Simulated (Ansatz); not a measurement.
System: C₆H₆N (charge 0, doublet). It need not be the lowest isomer of its formula. 
Structure (B3LYP-D3(BJ)/def2-TZVP (Ansatz, a first-principles code) minimum search):
```
C
N 1 1.3519
C 2 1.2766 1 120.11
C 3 1.3878 2 126.46 1 0.00
H 4 1.0801 3 122.86 2 180.00
C 4 1.3891 5 122.42 3 -180.00
H 6 1.0837 4 120.14 5 0.00
C 1 1.3896 2 118.90 3 0.00
H 8 1.0818 1 119.76 2 -180.00
C 1 1.4959 2 117.70 3 180.00
H 10 1.0891 1 111.49 2 180.00
H 10 1.0917 11 108.83 1 -121.80
H 10 1.0917 11 108.83 12 -116.40
```
Charge 0, spin multiplicity 2.

Quantity: atomisation energy (electronic, to ground-state atoms), in kcal/mol. Cores are frozen in the correlated levels unless marked. UHF or UKS for open shells. No spin-orbit coupling. No relativistic terms. The coupled-cluster limit lacks core correlation, which all-electron functionals hold. CBS(X,Y): correlation extrapolated as X^-3; Hartree-Fock from the larger set.

The UHF reference is spin-contaminated (<S^2> 0.51 over the pure value in the largest basis). 

```
level                                program  atomisation energy (kcal/mol)
----------------------------  --------------  -----------------------------
PBE/def2-TZVPD                        Ansatz                         1480.0
revPBE/def2-TZVPD                     Ansatz                         1422.6
PBE0/def2-TZVP                        Ansatz                            ___
r2SCAN0-D4/def2-TZVPD         Ansatz + dftd4                            ___
CCSD/cc-pVQZ                          Ansatz                         1370.5
CCSD(T)/CBS(cc-pVTZ,cc-pVQZ)          Ansatz                            ___
```

Problem. What belongs in the gaps?

Solution. 
- PBE0/def2-TZVP, atomisation energy (kcal/mol): 1445.6
- r2SCAN0-D4/def2-TZVPD, atomisation energy (kcal/mol): 1411.9
- CCSD(T)/CBS(cc-pVTZ,cc-pVQZ), atomisation energy (kcal/mol): 1416.4
